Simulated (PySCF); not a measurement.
Input of a response calculation (the driver script's job line, then coordinates in Å):

```
{"job": {"kind": "uv", "xc": "PBE0", "basis": "def2-SVPD", "nstates": 8, "ntriplets": 3}, "charge": 0, "multiplicity": 1}
S      2.714398    -1.191140     0.195806
C      1.108849    -0.445562    -0.319265
C     -0.003083    -1.416454     0.050964
C     -1.359016    -0.840390    -0.348448
C     -1.582017     0.511993     0.321243
C     -0.459587     1.478078    -0.044963
C      0.897455     0.901989     0.354813
H      3.480177    -0.203646    -0.264254
H      1.156458    -0.327281    -1.405881
H      0.021006    -1.588840     1.129807
H      0.164515    -2.374806    -0.444889
H     -2.149178    -1.535992    -0.060727
H     -1.396574    -0.719980    -1.433759
H     -1.607353     0.379404     1.404996
H     -2.543817     0.925886     0.012737
H     -0.610331     2.436046     0.456084
H     -0.472700     1.658072    -1.122711
H      0.935945     0.767598     1.438456
H      1.695049     1.594274     0.072529
```

Its output, with some lines taken out ([cut]) and without the SCF cycles:

```
converged SCF energy = -633.3700116093

Static polarisability (au): isotropic 90.577, principal 77.097 87.263 107.371

Singlet excitations
state   eV       nm        f      main configurations
  1   5.4660    226.8   0.00469   H->L 0.87
  2   6.1291    202.3   0.03152   H->L+1 0.88, H->L+3 0.09
  3   6.7484    183.7   0.00933   H->L+2 0.89
  4   6.8560    180.8   0.01405   H->L+3 0.73, H->L+1 0.09
  5   7.0366    176.2   0.01734   H->L+4 0.87
[cut]
  7   7.6872    161.3   0.01547   H-1->L 0.70, H->L+5 0.19
[cut]

Triplet excitations (Tamm-Dancoff, eV): 5.0081 5.7274 6.5805
```

Theory: TDDFT PBE0/def2-SVPD, vertical, gas phase, core orbitals frozen in the response in PySCF. Geometry: GFN2-xTB, one conformer, isolated molecule.

Q: Restore the lines that were cut, in order.

A: 
```
  6   7.6164    162.8   0.01476   H->L+5 0.55, H-1->L 0.20
  8   7.7522    159.9   0.00848   H->L+6 0.73, H->L+7 0.12
```

Q: What share of the summed oscillator strength falls to the strongest level in this window?

A: State 2 at 202 nm: 0.0315 of 0.1156, or 27%.

Q: How many basis functions and electrons does this run hold?

A: 243 basis functions for 64 electrons in 32 doubly occupied orbitals.

Q: Which orbital energies lie behind H and L?

A: HOMO -6.69 eV and LUMO 0.31 eV, a gap of 7.00 eV; state 1 differs from that by -1.53 eV.

Q: Which species is it?

A: `SC1CCCCC1` (C6H12S).

H and L stand for HOMO and LUMO.
